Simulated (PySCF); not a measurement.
Al(AsH2)(OH)2 (AlAsH4O2), SMILES [OH][Al]([OH])[AsH2]. The structure is a stationary point at PBE0-D3(BJ)/def2-SVP. The structure was generated by enumeration; whether it is a known compound was not checked. Other conformers were not sampled.

Computed equilibrium geometry at PBE0-D3(BJ)/def2-SVP (PySCF confirms it by a frequency run) as bond lengths and angles, and its point group (one conformer of several):
point group Cs.
Atoms: Al1 As2 H3 H4 O5 H6 O7 H8. Bond lengths (Å): Al1–As2 2.407, Al1–O5 1.701, Al1–O7 1.701, As2–H3 1.526, As2–H4 1.526, O5–H6 0.957, O7–H8 0.957. Angles (°): As2–Al1–O5 117.9, As2–Al1–O7 117.9, O5–Al1–O7 124.1, Al1–As2–H3 90.5, Al1–As2–H4 90.5, H3–As2–H4 92.8, Al1–O5–H6 129.2, Al1–O7–H8 129.2.
Charge 0, spin multiplicity 1.
